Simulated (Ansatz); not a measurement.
Z-matrix (Å, degrees):
```
Sn
Si 1 2.853
B 1 2.483 2 40.4
H 1 1.709 2 101.5 3 116.0
H 1 1.702 2 132.1 3 -12.8
H 1 1.710 2 95.2 3 -133.7
Cl 2 2.041 1 107.9 3 121.7
H 2 1.483 1 99.5 3 -127.2
H 3 1.199 1 95.8 2 114.3
H 3 1.193 1 101.1 2 -120.3
```

Total charge 0; spin multiplicity 1. Sn takes the def2 core potential.

List the ωB97M-V/def2-TZVPP orbital energies in eV (Ansatz 0.2.0). (Estimate.)

The calculation gave: Occupied: -2772.49, -1808.42, -262.89, -200.35, -200.24, -200.22, -187.46, -149.43, -143.04, -103.61, -103.55, -103.43, -97.62, -97.58, -97.57, -31.21, -31.20, -31.17, -31.07, -31.07, -26.40, -19.23, -16.82, -15.88, -13.95, -12.85, -12.62, -12.35, -11.48, -11.30, -11.00, -9.21. Lowest empty: -0.15, 0.91, 1.72, 2.19, 2.29, 2.38, 2.51, 2.98.
